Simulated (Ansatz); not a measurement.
SnMeH3 (CH6Sn). Charge 0, multiplicity 1. Geometry PBE-D4/def2-TZVP, basis def2-TZVP, Ansatz.

```json
{"run": "A", "HOMO (eV)": "-7.45", "LUMO (eV)": "0.01"}
{"run": "B", "HOMO (eV)": "-11.12", "LUMO (eV)": "2.43"}
{"run": "C", "HOMO (eV)": "-10.69", "LUMO (eV)": "1.93"}
{"run": "D", "HOMO (eV)": "-8.15", "LUMO (eV)": "-0.04"}
{"run": "E", "HOMO (eV)": "-10.55", "LUMO (eV)": "1.50"}
{"run": "F", "HOMO (eV)": "-7.88", "LUMO (eV)": "0.25"}
```

In the def2 sets Sn takes a core potential; there is no spin–orbit coupling. B3LYP takes the VWN-RPA correlation.

The runs used B3LYP, HF, r2SCAN, r2SCANh, ωB97M-V, ωB97X-V. Estimate which is which.

A r2SCAN (0 % exact exchange); B HF (100 % exact exchange); C ωB97X-V (range-separated); D B3LYP (20 % exact exchange); E ωB97M-V (range-separated); F r2SCANh (10 % exact exchange). Exact exchange lowers occupied and raises empty levels; among semilocal functionals meta-GGAs tend to open the gap a little, and such runs are hard to tell apart. The gap grows from 7.45 eV (r2SCAN) to 13.55 eV (HF).
